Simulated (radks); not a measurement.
Bi+, configuration [Hg] 6p1 7s1 (not the ground configuration).

Calculated with a radial shooting solver on a logarithmic mesh with Libxc functionals: scalar-relativistic Kohn-Sham, AM05, spin-polarised, spherical densities, point nucleus; open shells are filled with parallel spins first (spin-orbit coupling, left out, can overturn this in heavy ions).

Energy parts (eV):
| part | energy |
|---|---|
| total | -585569.00 |
| kinetic | 664333.42 |
| electron-nucleus | -1463316.01 |
| Hartree | 223843.25 |
| exchange-correlation | -10429.67 |

Orbitals (lengths in bohr, moments of r in powers of bohr; <r^-3> diverges for s and p1/2; r(max) is where P^2 peaks):
| orbital | occ. | eigenvalue (eV) | <r^-3> | r(max) | <r^4> |
|---|---|---|---|---|---|
| 1s up | 1 | -90634.42 | - | 0.009659 | 3.328e-07 |
| 1s down | 1 | -90634.40 | - | 0.009659 | 3.328e-07 |
| 2s up | 1 | -16295.62 | - | 0.05620 | 0.00004780 |
| 2s down | 1 | -16295.61 | - | 0.05620 | 0.00004780 |
| 2p up | 3 | -13941.81 | 31020 | 0.04692 | 0.00004002 |
| 2p down | 3 | -13941.80 | 31020 | 0.04692 | 0.00004002 |
| 3s up | 1 | -3942.211 | - | 0.1585 | 0.001712 |
| 3s down | 1 | -3942.199 | - | 0.1585 | 0.001712 |
| 3p up | 3 | -3270.025 | 7228 | 0.1589 | 0.001922 |
| 3p down | 3 | -3270.011 | 7228 | 0.1589 | 0.001922 |
| 3d up | 5 | -2595.265 | 871.0 | 0.1294 | 0.001475 |
| 3d down | 5 | -2595.253 | 871.0 | 0.1294 | 0.001475 |
| 4s up | 1 | -913.2538 | - | 0.3559 | 0.03710 |
| 4s down | 1 | -913.2345 | - | 0.3559 | 0.03709 |
| 4p up | 3 | -693.0319 | 1792 | 0.3761 | 0.05002 |
| 4p down | 3 | -693.0103 | 1792 | 0.3761 | 0.05002 |
| 4d up | 5 | -441.6407 | 191.6 | 0.3816 | 0.06665 |
| 4d down | 5 | -441.6163 | 191.6 | 0.3816 | 0.06664 |
| 5s up | 1 | -169.7017 | - | 0.7700 | 0.8553 |
| 5s down | 1 | -169.6523 | - | 0.7700 | 0.8547 |
| 4f up | 7 | -164.6203 | 39.38 | 0.3416 | 0.1040 |
| 4f down | 7 | -164.5930 | 39.38 | 0.3416 | 0.1040 |
| 5p up | 3 | -107.6935 | 345.3 | 0.8597 | 1.518 |
| 5p down | 3 | -107.6394 | 345.4 | 0.8598 | 1.513 |
| 5d up | 5 | -38.9090 | 24.46 | 1.033 | 5.089 |
| 5d down | 5 | -38.7361 | 24.65 | 1.033 | 4.948 |
| 6s up | 1 | -25.5626 | - | 1.840 | 35.51 |
| 6s down | 1 | -24.7606 | - | 1.828 | 34.41 |
| 6p up | 1 | -14.3147 | 35.52 | 2.302 | 105.9 |
| 6p down | 0 | -13.2860 | 36.54 | 2.283 | 104.8 |
| 7s up | 1 | -6.6441 | - | 4.752 | 1197 |
| 6d up | 0 | -5.0634 | 1.118 | 4.120 | 1021 |
| 7p up | 0 | -4.2655 | 7.092 | 5.959 | 3023 |

The highest occupied level is 7s up at -6.644 eV. The configuration is held as typed, so some empty levels lie below it. Spin moment in Bohr magnetons: 2. Summed over all electrons, <r^2> = 79.42 bohr^2, which gives a Langevin (diamagnetic) susceptibility term of -62.9 x 10^-6 cm^3/mol.
